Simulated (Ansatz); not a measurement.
**Relative stability**

Two isomers of SiH₂IO (charge -1), singlet, relaxed at PBE0-D4/def2-TZVPD (vibrations not checked).

A:

```xyz
5
angstrom
O -0.4743 -0.3698 1.6611
Si 0.1138 -0.1913 0.2441
I -1.2121 1.4667 -1.2907
H 0.1088 -1.3609 -0.7029
H 1.4639 0.4553 0.0883
```

B:

O1  (-0.432, -1.116, 0.251)
Si2  (0.460, 0.013, -0.685)
I3  (-0.439, 2.384, 0.366)
H4  (-1.253, -1.322, -0.197)
H5  (1.664, 0.042, 0.266)
(Å)

Program: Ansatz 0.2.0. Basis: def2-TZVPPD. Cores are frozen in the correlated methods. Filled d shells of the heavier atoms are correlated. Core potentials replace the inner electrons of the atoms past krypton. The def2 sets are not built for correlating such inner shells, so the correlated values are less sure here. B3LYP uses VWN-RPA correlation.

Problem. Which structure is lower at CCSD(T), and by how much? (To be estimated.)

Solution. The calculation gives: A, by 59.8 kJ/mol (electronic energy, against the other). By their contacts, A is SiH₂IO ([O][SiH2][I]), total charge -1 and B is SiH₂IO ([OH][SiH][I]), total charge -1.

All methods give the same order:

```json
{"method": "PBE-D4", "E(B) − E(A) (kJ/mol)": "54.3"}
{"method": "r2SCAN-D4", "E(B) − E(A) (kJ/mol)": "66.6"}
{"method": "PBE0-D4", "E(B) − E(A) (kJ/mol)": "52.6"}
{"method": "B3LYP-D4", "E(B) − E(A) (kJ/mol)": "56.7"}
{"method": "wB97M-V", "E(B) − E(A) (kJ/mol)": "51.6"}
{"method": "HF", "E(B) − E(A) (kJ/mol)": "52.6"}
{"method": "MP2", "E(B) − E(A) (kJ/mol)": "74.6"}
{"method": "CCSD", "E(B) − E(A) (kJ/mol)": "57.1"}
{"method": "CCSD(T)", "E(B) − E(A) (kJ/mol)": "59.8"}
```

The T1 diagnostic stays at or below 0.014.

Labels in which every atom is bracketed show which atoms are joined, not bond orders.
